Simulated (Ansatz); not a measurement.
Program: Ansatz 0.2.0.

C10H20, SMILES `CCCCCC1CCCC1` at its PBE0-D4/def2-TZVP geometry, where that method's forces vanish. Charge 0, multiplicity 1.

| atom | x (Å) | y (Å) | z (Å) |
| --- | --- | --- | --- |
| C1 | 3.793 | -0.188 | 1.875 |
| C2 | 2.553 | -0.262 | 1.001 |
| C3 | 2.152 | 1.092 | 0.435 |
| C4 | 0.963 | 1.051 | -0.514 |
| C5 | -0.347 | 0.648 | 0.146 |
| C6 | -1.557 | 0.711 | -0.782 |
| C7 | -1.541 | -0.369 | -1.865 |
| C8 | -2.028 | -1.639 | -1.155 |
| C9 | -2.905 | -1.148 | 0.017 |
| C10 | -2.857 | 0.386 | -0.045 |
| H11 | 4.649 | 0.195 | 1.313 |
| H12 | 4.067 | -1.169 | 2.271 |
| H13 | 3.634 | 0.481 | 2.726 |
| H14 | 1.726 | -0.684 | 1.580 |
| H15 | 2.728 | -0.959 | 0.171 |
| H16 | 1.934 | 1.778 | 1.263 |
| H17 | 3.014 | 1.520 | -0.091 |
| H18 | 1.191 | 0.367 | -1.340 |
| H19 | 0.834 | 2.040 | -0.969 |
| H20 | -0.528 | 1.313 | 1.000 |
| H21 | -0.260 | -0.361 | 0.564 |
| H22 | -1.597 | 1.713 | -1.226 |
| H23 | -0.566 | -0.497 | -2.340 |
| H24 | -2.246 | -0.090 | -2.655 |
| H25 | -2.573 | -2.297 | -1.834 |
| H26 | -1.180 | -2.217 | -0.781 |
| H27 | -3.930 | -1.519 | -0.052 |
| H28 | -2.511 | -1.509 | 0.970 |
| H29 | -3.704 | 0.763 | -0.626 |
| H30 | -2.911 | 0.852 | 0.942 |

(1) For each bond, give half the difference of the two atoms' forces along it (eV/Å; positive pushes the atoms apart) under PBE-D4, r2SCAN-D4, B3LYP-D4, ωB97M-V in def2-TZVPP. (Best estimate.)

Results:

(1) The calculation gave: 
| bond | length (Å) | PBE-D4 | r2SCAN-D4 | B3LYP-D4 | ωB97M-V |
| --- | --- | --- | --- | --- | --- |
| C1–H11 | 1.094 | 0.11 | -0.03 | -0.06 | -0.08 |
| C1–H12 | 1.093 | 0.09 | -0.04 | -0.08 | -0.08 |
| C1–H13 | 1.094 | 0.11 | -0.04 | -0.06 | -0.08 |
| C3–C4 | 1.523 | -0.01 | 0.08 | 0.12 | 0.13 |
| C3–H17 | 1.096 | 0.10 | -0.05 | -0.11 | -0.11 |
| C4–C5 | 1.521 | -0.01 | 0.08 | 0.13 | 0.13 |
| C5–H21 | 1.096 | 0.12 | -0.04 | -0.11 | -0.09 |
| C6–H22 | 1.096 | 0.09 | -0.07 | -0.16 | -0.13 |
| C7–H23 | 1.092 | 0.08 | -0.07 | -0.15 | -0.11 |
| C8–C9 | 1.544 | 0.05 | 0.13 | 0.20 | 0.13 |
| C8–H25 | 1.092 | 0.08 | -0.07 | -0.13 | -0.11 |
| C9–H28 | 1.092 | 0.09 | -0.07 | -0.12 | -0.10 |
| C10–H29 | 1.094 | 0.09 | -0.06 | -0.12 | -0.10 |
| C10–H30 | 1.093 | 0.08 | -0.07 | -0.14 | -0.11 |

B3LYP here is the variant with VWN-RPA as its local correlation; programs differ in this.
